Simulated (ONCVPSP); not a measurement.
**What the settings do to the ONCV potential of Ge (Z = 32)**

Base potential:

ONCVPSP 4.0.1 input, shortened (lines: element, Z, core and valence counts, functional; n l f; lmax; l rc ep ncon nbas qcut; lloc lpopt rc5 dvloc0; l nproj debl; icmod fcfact rcfact), LDA (Perdew-Wang 92), scalar-relativistic:

```
  Ge 32.00    6    2  -001012      upf
    1    0    2.00
    2    0    2.00
    2    1    6.00
    3    0    2.00
    3    1    6.00
    3    2   10.00
    4    0    2.00
    4    1    1.00
    1
    0    1.40    0.00    4    8    4.20
    1    2.15    0.00    3    6    3.80
    4    1    1.15    0.00
    0    2    0.40
    1    2    3.10
    0    0.00    0.00
```

In the s channel the program set the typed energies aside and used -0.740, 0.250 Ha.

All-electron outer shells of the reference configuration (LDA (PZ), scalar-relativistic, ld1.x):

```json
{"shell": "3p", "level (eV)": "-124.46", "outermost node (bohr)": "0.23", "outermost maximum (bohr)": "0.54"}
{"shell": "3d", "level (eV)": "-38.61", "outermost node (bohr)": "–", "outermost maximum (bohr)": "0.50"}
{"shell": "4s", "level (eV)": "-20.15", "outermost node (bohr)": "0.77", "outermost maximum (bohr)": "1.71"}
{"shell": "4p", "level (eV)": "-11.48", "outermost node (bohr)": "0.82", "outermost maximum (bohr)": "2.08"}
```

Cutoffs, loose and tight: the cutoffs (Ha) at which the residual kinetic energy of the hardest occupied pseudo-wave falls to 1 and 0.1 mHa per electron. They do not see the model core or the augmentation charge, which bear on the density cutoff. Test errors are all-electron minus pseudo excitation energies from the reference, over the configurations 4s2 4p2; 4s2 4p0; 4s1 4p0; 4s1 4p2. A dash means not determined; rows that change the core or the reference have their own tests.

A true bound ghost makes a file unfit for plane-wave use even where its test errors are small: the radial tests pick states by their node count and pass the ghost by.

| change | outcome | cutoff, loose | cutoff, tight | bound ghosts | GHOST(+) flags above zero | largest test error (meV) |
| --- | --- | --- | --- | --- | --- | --- |
| base | generated, projector energies reset by the program | 10 Ha | 81 Ha | s | p | +209 |
| local potential polynomial inside 1.35 bohr (lpopt 2, dvloc0 0 Ha) | generated, projector energies reset by the program | 10 Ha | 81 Ha | s | none | +209 |
| local potential polynomial inside 1.15 bohr (lpopt 1, dvloc0 1.5 Ha) | generated, projector energies reset by the program | 10 Ha | 81 Ha | s | none | +209 |
| p: qcut 4.9 | generated, projector energies reset by the program | 10 Ha | 81 Ha | s | none | +218 |
| core correction Teter function, fcfact 3.75, rcfact 1.3 | generated, projector energies reset by the program | 10 Ha | 81 Ha | s | p | -76 |
| all radii scaled by about 1.13 (s 1.58, p 2.42 bohr); local potential polynomial inside 1.30 bohr (lpopt 1, dvloc0 0 Ha) | generated, projector energies reset by the program | 8.9 Ha | 26 Ha | none | s | +199 |

(1) What comes out with this change to the base: s: nproj 1?

## Answers

(1) outcome: generated; cutoff, loose: 10 Ha; cutoff, tight: 81 Ha; bound ghosts: s; GHOST(+) flags above zero: p; largest test error (meV): +268.
